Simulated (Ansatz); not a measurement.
Isolated molecules relaxed with PBE0-D4/def2-TZVP in Ansatz; ΔE leaves out vibrations. CCSD(T)/CBS is the MP2 limit (def2-TZVPP, def2-QZVPP) plus CCSD(T) − MP2 in def2-TZVPP, frozen cores. This one scheme is used for every species. Functionals use def2-TZVPP. B3LYP here is the variant with VWN-RPA as its local correlation; programs differ in this. def2 core potentials past Kr. For In outer-core shells are correlated without core-valence functions, which leaves a few kJ/mol of doubt a bond. One conformer a species, not always the lowest.

Consider the ligand exchange at the In–O bond: `C[O][In]([OH])[OH]` + HCl → `[OH][In]([OH])[Cl]` + CH₃OH.

```
             level  ΔE (eV)
           ωB97X-V    -1.01
           ωB97M-V    -1.03
            B2PLYP    -0.99
            r2SCAN    -1.02
             B3LYP    -1.02
    MP2/def2-TZVPP    -0.97
SCS-MP2/def2-QZVPP    -0.96
     MP2/CBS(def2)    -0.97
```

Task: What does CCSD(T)/CBS give? (Estimate.)

Result: The calculation gave: -0.96 eV. The listed levels differ from it by -0.05, -0.07, -0.03, -0.06, -0.06, -0.01, 0.00, -0.01 eV.

Largest T1 diagnostic among the species: 0.017.

In def2-TZVPP, CCSD(T) changes the Hartree–Fock value by +0.26 eV (the triples alone add +0.03 eV) and MP2 by +0.25 eV. From PBE to PBE0 (25 % exact exchange), in def2-TZVPP and without D4, ΔE moves by −0.09 eV.
